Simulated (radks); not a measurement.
Coulomb parameter of the 5d shell of the osmium ion Os2+ in the model configuration [Xe] 4f14 5d4.5 6s1.5, as a second difference U = [E(n + 0.5) + E(n - 0.5) - 2 E(n)] / (0.5)^2 with all orbitals relaxed. "Bare": the charge of the atom changes with n. "Screened": the 6s shell takes up the change at fixed total charge, which measures U(5d,5d) + U(6s,6s) - 2 U(5d,6s). All-electron calculation, scalar-relativistic Kohn-Sham, BLYP, spin-unpolarised, spherical densities, finite nucleus; Fermi nuclear charge, rms radius 5.4126 fm. Program: a radial shooting solver on a logarithmic mesh with Libxc functionals.

case                   configuration  E - E(n) (eV)
start          [Xe] 4f14 5d4.5 6s1.5          0.000
bare +0.5        [Xe] 4f14 5d5 6s1.5        -11.672
bare -0.5        [Xe] 4f14 5d4 6s1.5         14.653
screened +0.5      [Xe] 4f14 5d5 6s1         -1.652
screened -0.5      [Xe] 4f14 5d4 6s2          1.949

U(bare) = 11.924 eV, U(screened by 6s) = 1.188 eV, against the Slater integral F0(5d,5d) = 15.064 eV with frozen orbitals.
